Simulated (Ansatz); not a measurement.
Geometry optimisation, UKS BHLYP/def2-SVP (Ansatz 0.2.0).

input.yaml

```yaml
crystal:
  periodic: [false, false, false]
  atoms:
    - { symbol: Hf, position_ang: [0.000593, 0.0, -0.563302] }
    - { symbol: Cl, position_ang: [-0.000229, 0.0, 3.149325] }
    - { symbol: F, position_ang: [1.906528, 0.0, -0.626498] }
    - { symbol: F, position_ang: [-0.952479, 1.650518, -0.626246] }
    - { symbol: F, position_ang: [-0.952479, -1.650518, -0.626246] }
    - { symbol: Cl, position_ang: [-3.5e-05, 0.0, 5.195068] }
magnetization:
  spin_polarized: true
  initial_magnetization: 1
basis:
  gaussian: { orbitals: def2-SVP }
hamiltonian:
  xc: { name: BHLYP }
relax:
  f_tol: 0.03
  max_steps: 50
```

Command:

```bash
$ ansatz run input.yaml --threads 4 --pin off --max-ram 5120MiB --backend cpu --events-out ev --progress --plain --runs-dir out
```

Task: Where does it end, and by what steps?

Result: It converged. The force dipped under the threshold on the way, but the program's further checks kept it going. After 11 steps the energy has fallen by 3.023 eV; Cl2 moved furthest, 0.82 Å. Parted: Cl2–Cl6 (2.05 → 3.28 Å). Joined: Hf1–Cl2 (3.71 → 2.36 Å).

```json
{"step": "0", "energy less start (eV)": "0.0000", "largest force component (eV/Å)": "0.258", "accepted": "yes"}
{"step": "1", "energy less start (eV)": "-0.0861", "largest force component (eV/Å)": "0.890", "accepted": "yes"}
{"step": "2", "energy less start (eV)": "-0.3788", "largest force component (eV/Å)": "2.786", "accepted": "yes"}
{"step": "3", "energy less start (eV)": "-1.3841", "largest force component (eV/Å)": "5.303", "accepted": "yes"}
{"step": "4", "energy less start (eV)": "-2.4130", "largest force component (eV/Å)": "2.311", "accepted": "yes"}
{"step": "5", "energy less start (eV)": "-2.7988", "largest force component (eV/Å)": "0.875", "accepted": "yes"}
{"step": "6", "energy less start (eV)": "-2.9452", "largest force component (eV/Å)": "0.422", "accepted": "yes"}
{"step": "7", "energy less start (eV)": "-3.0054", "largest force component (eV/Å)": "0.154", "accepted": "yes"}
{"step": "8", "energy less start (eV)": "-3.0222", "largest force component (eV/Å)": "0.031", "accepted": "yes"}
{"step": "9", "energy less start (eV)": "-3.0227", "largest force component (eV/Å)": "0.006", "accepted": "yes"}
{"step": "10", "energy less start (eV)": "-3.0227", "largest force component (eV/Å)": "0.029", "accepted": "no"}
{"step": "11", "energy less start (eV)": "-3.0227", "largest force component (eV/Å)": "0.006", "accepted": "yes"}
```

```xyz
6
Properties=species:S:1:pos:R:3
Hf 0.001 0.000 -0.023
Cl 0.001 0.000 2.333
F 1.780 0.000 -0.676
F -0.890 1.541 -0.675
F -0.890 -1.541 -0.675
Cl -0.001 0.000 5.617
```

Whether the end is a true minimum wasn't checked by a vibrational analysis.

The run took 50 s on 4 threads of Arm Neoverse V2, with other jobs on the host, peak memory 0.42 GiB.
